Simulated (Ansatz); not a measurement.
This geometry of F₂H₅HfNO₂ (11 atoms, charge 0, multiplicity 1) is a first-order saddle point.

Theory: RKS PBE0-D4/def2-SVP in Ansatz 0.2.0.

```xyz
11
Properties=species:S:1:pos:R:3
Hf 0.137 -0.231 0.013
N 0.046 -0.142 2.217
H -0.868 -0.107 2.667
H 0.633 0.533 2.708
F 1.785 0.407 -0.733
O -1.071 1.233 -0.290
H -1.757 1.886 -0.407
F -0.815 -1.585 -0.977
O 1.068 -1.951 1.074
H 0.909 -2.898 1.009
H 0.643 -1.381 1.949
```

Question: Which two structures does it join? (They come from a converged band through this point; their orientation in space is the band's.)

Answer: Bonds broken: O9–H11. Bonds formed: N2–H11.

First end point:

```xyz
11
Properties=species:S:1:pos:R:3
Hf 0.045 -0.098 0.188
N -0.090 0.120 2.237
H -0.827 0.677 2.664
H 0.666 0.043 2.915
F 1.732 0.399 -0.602
O -1.216 1.239 -0.367
H -1.859 1.830 -0.752
F -0.782 -1.701 -0.565
O 1.261 -1.960 1.069
H 0.984 -2.715 0.531
H 0.797 -2.069 1.912
```

Last end point:

```xyz
11
Properties=species:S:1:pos:R:3
Hf 0.268 -0.416 -0.034
N 0.364 0.048 2.346
H -0.486 0.516 2.658
H 1.156 0.637 2.603
F 1.944 0.566 0.055
O -1.399 0.602 0.109
H -2.171 0.846 -0.402
F 0.243 -0.821 -1.922
O 0.231 -2.254 0.661
H 0.114 -3.132 0.295
H 0.445 -0.828 2.861
```

Question: How far does it lie above each of them?

Answer: 0.143 eV above the first and 1.136 eV above the second. This is the barrier of this one path; another mechanism may lie lower. The orbitals stay closed-shell, which can raise the energy where a bond breaks towards radicals; this wasn't checked here.

Run time: 6.4 min on 4 threads of Arm Neoverse V1 (shared host), peak memory 0.36 GiB.
